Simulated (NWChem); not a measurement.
System: C2HBF2; SMILES C#CB(F)F

The following NWChem deck was run.

```
start job
memory heap 200 mb stack 900 mb global 1100 mb
geometry units angstroms noautosym nocenter noautoz
  B     -0.000232     0.479116     0.000000
  C     -0.000240    -1.047793     0.000000
  C      0.000650    -2.262852     0.000000
  H      0.002056    -3.338979     0.000000
  F     -0.000136     1.159700    -1.126331
  F     -0.000136     1.159700     1.126331
end
basis spherical
  B library 6-31g*
  C library 6-31g*
  H library 6-31g*
  F library 6-31g*
end
dft
  xc hfexch
  iterations 150
end
property
  shielding 5 1 2 3 4 5
end
task dft property
```

Excerpt of the output:

```
             Northwest Computational Chemistry Package (NWChem) 7.3.0
             --------------------------------------------------------

                             Geometry "geometry" -> ""
                             -------------------------

 Output coordinates in angstroms (scale by  1.889725989 to convert to a.u.)

  No.       Tag          Charge          X              Y              Z
 ---- ---------------- ---------- -------------- -------------- --------------
    1 B                    5.0000    -0.00023200     0.47911600     0.00000000
    2 C                    6.0000    -0.00024000    -1.04779300     0.00000000
    3 C                    6.0000     0.00065000    -2.26285200     0.00000000
    4 H                    1.0000     0.00205600    -3.33897900     0.00000000
    5 F                    9.0000    -0.00013600     1.15970000    -1.12633100
    6 F                    9.0000    -0.00013600     1.15970000     1.12633100

 Effective nuclear repulsion energy (a.u.)     133.0895006505

  xc_inp: hfexch multiplicative factor not found.
                              NWChem Property Module
                              ----------------------

  itol2e modified to match energy
  convergence criterion.

                                 NWChem DFT Module
                                 -----------------

 Summary of "ao basis" -> "ao basis" (spherical)
 ------------------------------------------------------------------------------
       Tag                 Description            Shells   Functions and Types
 ---------------- ------------------------------  ------  ---------------------
 B                           6-31g*                  6       14   3s2p1d
 C                           6-31g*                  6       14   3s2p1d
 H                           6-31g*                  2        2   2s
 F                           6-31g*                  6       14   3s2p1d

  itol2e modified to match energy
  convergence criterion.

            General Information
            -------------------
          SCF calculation type: DFT
          Wavefunction type:  closed shell.
          No. of atoms     :     6
          No. of electrons :    36
           Alpha electrons :    18
            Beta electrons :    18
          Charge           :     0
          Spin multiplicity:     1
          Use of symmetry is: off; symmetry adaption is: off
          Maximum number of iterations: 150
          AO basis - number of functions:    72
                     number of shells:    32
          Convergence on energy requested:  1.00D-07
          Convergence on density requested:  1.00D-05
          Convergence on gradient requested:  5.00D-04

              XC Information
              --------------
                     Hartree-Fock (Exact) Exchange  1.000

      Superposition of Atomic Density Guess
      -------------------------------------

 Sum of atomic energies:        -299.08949337

      Non-variational initial energy
      ------------------------------

 Total energy =    -300.791824
 1-e energy   =    -676.295041
 2-e energy   =     242.413717
 HOMO         =      -0.345579
 LUMO         =       0.002092

   convergence    iter        energy       DeltaE   RMS-Dens  Diis-err
 ---------------- ----- ----------------- --------- --------- ---------
 d= 0,ls=0.0,diis     1   -299.8738929913 -4.33D+02  9.74D-03  6.15D-01
 d= 0,ls=0.0,diis     2   -299.9381035246 -6.42D-02  2.47D-03  1.38D-01
 d= 0,ls=0.0,diis     3   -299.9495341019 -1.14D-02  1.28D-03  5.98D-03
 d= 0,ls=0.0,diis     4   -299.9503617067 -8.28D-04  2.75D-04  4.09D-04
 d= 0,ls=0.0,diis     5   -299.9504267258 -6.50D-05  9.75D-05  7.04D-05
  Resetting Diis
 d= 0,ls=0.0,diis     6   -299.9504398600 -1.31D-05  5.63D-05  7.89D-06
 d= 0,ls=0.0,diis     7   -299.9504450106 -5.15D-06  2.24D-05  2.27D-06
 d= 0,ls=0.0,diis     8   -299.9504463959 -1.39D-06  2.48D-05  1.13D-06
 d= 0,ls=0.0,diis     9   -299.9504473569 -9.61D-07  2.71D-05  4.81D-07
 d= 0,ls=0.0,diis    10   -299.9504477897 -4.33D-07  2.21D-06  1.91D-08
 d= 0,ls=0.0,diis    11   -299.9504477942 -4.45D-09  6.81D-07  9.10D-10

         Total DFT energy =     -299.950447794160
      One electron energy =     -678.548791183573
           Coulomb energy =      280.347909643059
    Exchange-Corr. energy =      -34.839066904119
 Nuclear repulsion energy =      133.089500650473

 Numeric. integr. density =        0.000000000000

                       DFT Final Molecular Orbital Analysis
                       ------------------------------------

[...]

          -----------------------------------------
          Chemical Shielding Tensors (GIAO, in ppm)
          -----------------------------------------

                                NWChem CPHF Module
                                ------------------

  scftype          =     RHF
  nclosed          =       18
  nopen            =        0
  variables        =      972
  # of vectors     =        3
  tolerance        = 0.10D-03
  level shift      = 0.00D+00
  max iterations   =       50
  max subspace     =       30

 SCF residual:    1.4367619769267692E-005

Iterative solution of linear equations
  No. of variables      972
  No. of equations        3
  Maximum subspace       30
        Iterations       50
       Convergence  1.0D-04

   iter   nsub   residual    time
   ----  ------  --------  ---------
     1      3    1.33D+00      18.0
     2      6    1.70D-01      19.3
     3      9    3.17D-02      20.6
     4     12    1.65D-02      21.9
     5     15    3.61D-03      23.2
     6     18    5.87D-04      24.5
     7     21    1.38D-04      25.8
     8     24    3.16D-05      27.1

      Atom:    1  B
        Diamagnetic
    182.2116      0.0001     -0.0000
      0.0001    201.8810      0.0000
     -0.0000      0.0000    203.7893

        Paramagnetic
    -74.4009     -0.0081     -0.0000
     -0.0081    -84.2426     -0.0000
     -0.0000     -0.0000   -103.7009

        Total Shielding Tensor
    107.8107     -0.0080     -0.0000
     -0.0080    117.6384     -0.0000
     -0.0000     -0.0000    100.0884

           isotropic =     108.5125
          anisotropy =      13.6889

          Principal Components and Axis System
                 1           2           3
              117.6384    107.8107    100.0884

      1        -0.0008      1.0000     -0.0000
      2         1.0000      0.0008      0.0000
      3        -0.0000      0.0000      1.0000

      Atom:    2  C
        Diamagnetic
    246.6910     -0.0156      0.0000
     -0.0156    285.1587      0.0000
      0.0000      0.0000    248.3082

        Paramagnetic
   -207.6112     -0.2798      0.0000
     -0.2798     11.6373     -0.0000
      0.0000     -0.0000   -195.6726

        Total Shielding Tensor
     39.0798     -0.2954      0.0000
     -0.2954    296.7960     -0.0000
      0.0000     -0.0000     52.6356

           isotropic =     129.5038
          anisotropy =     250.9388

          Principal Components and Axis System
                 1           2           3
              296.7963     52.6356     39.0795

      1        -0.0011      0.0000      1.0000
      2         1.0000      0.0000      0.0011
      3         0.0000      1.0000     -0.0000

      Atom:    3  C
        Diamagnetic
    272.5943     -0.0018     -0.0000
     -0.0018    279.5585      0.0000
     -0.0000      0.0000    271.5545

        Paramagnetic
   -226.4287     -0.0145     -0.0000
     -0.0145    -34.4347     -0.0000
     -0.0000     -0.0000   -245.6817

        Total Shielding Tensor
     46.1656     -0.0163     -0.0000
     -0.0163    245.1237     -0.0000
     -0.0000     -0.0000     25.8729

           isotropic =     105.7207
          anisotropy =     209.1045

          Principal Components and Axis System
                 1           2           3
              245.1237     46.1656     25.8729

      1        -0.0001      1.0000      0.0000
      2         1.0000      0.0001      0.0000
      3         0.0000      0.0000      1.0000

      Atom:    4  H
        Diamagnetic
     22.3126     -0.0221      0.0000
     -0.0221     40.4644      0.0000
      0.0000      0.0000     22.0426

        Paramagnetic
      2.9105      0.0181      0.0000
      0.0181     -2.4846     -0.0000
      0.0000     -0.0000      3.1825

        Total Shielding Tensor
     25.2231     -0.0040      0.0000
     -0.0040     37.9797     -0.0000
      0.0000     -0.0000     25.2251

           isotropic =      29.4760
          anisotropy =      12.7556

          Principal Components and Axis System
                 1           2           3
               37.9797     25.2251     25.2231

      1        -0.0003      0.0000      1.0000
      2         1.0000      0.0000      0.0003
      3         0.0000      1.0000     -0.0000

      Atom:    5  F
        Diamagnetic
    461.3214      0.0006     -0.0019
      0.0006    468.3325    -13.1051
     -0.0019    -13.1051    482.5881

        Paramagnetic
    -56.5927     -0.0218      0.0144
     -0.0218   -214.5247    -87.9887
      0.0144    -87.9887   -212.1685

        Total Shielding Tensor
    404.7287     -0.0212      0.0124
     -0.0212    253.8078   -101.0938
      0.0124   -101.0938    270.4196

           isotropic =     309.6520
          anisotropy =     142.6150

          Principal Components and Axis System
                 1           2           3
              404.7287    363.5481    160.6793

      1         1.0000     -0.0006      0.0000
      2        -0.0004     -0.6775      0.7355
      3         0.0004      0.7355      0.6775
```

Level: Hartree-Fock/6-31G* (spherical d), GIAO. All runs use the structure optimised with PBE0/def2-SVP. The printed shielding anisotropy is the first printed principal value minus the mean of the other two.
